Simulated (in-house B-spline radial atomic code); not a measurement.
A fraction x of an electron is removed from 4p in Kr II (Kr+), starting from [Ar] 3d10 4s2 4p5 and keeping the highest spin. All numbers are computed (non-relativistic HSE06, spin-polarised, spherical fractional occupations; point nucleus) with an all-electron radial atomic-structure program (B-spline basis), not measured.

Caution: exact exchange at fractional occupations of open shells leaves self-interaction of up to several eV.

```
   x  E(x) - E(0) (eV)  4p down level (eV)
   0            0.0000             -19.511
0.06            1.1881             -20.088
0.24            4.9608             -21.835
0.31            6.5132             -22.521
0.43            9.2867             -23.705
 0.5           10.9703             -24.400
0.74           17.1147             -26.809
0.76           17.6529             -27.011
0.91           21.8190             -28.538
   1           24.4289             -29.461
```

The exact functional would give a straight line between the two integer points. Deviations E(x) - E(0) - x[E(1) - E(0)], in eV: -0.278 at x = 0.06, -0.902 at x = 0.24, -1.06 at x = 0.31, -1.218 at x = 0.43, -1.244 at x = 0.5, -0.963 at x = 0.74, -0.913 at x = 0.76, -0.411 at x = 0.91.

The curve lies below the straight line by up to 1.244 eV (at x = 0.5): convex, the delocalisation error, to which spherically averaged exact exchange adds.

(1) How well does Slater's transition state (minus the level at half occupation) give the ionisation energy?

Answers

(1) It gives 24.400 eV against 24.429 eV from the two total energies; NIST lists 24.36 eV, ground level to ground level. The end point has an open shell averaged over its orbitals, so its exact exchange keeps a self-interaction and this is no true integer point.
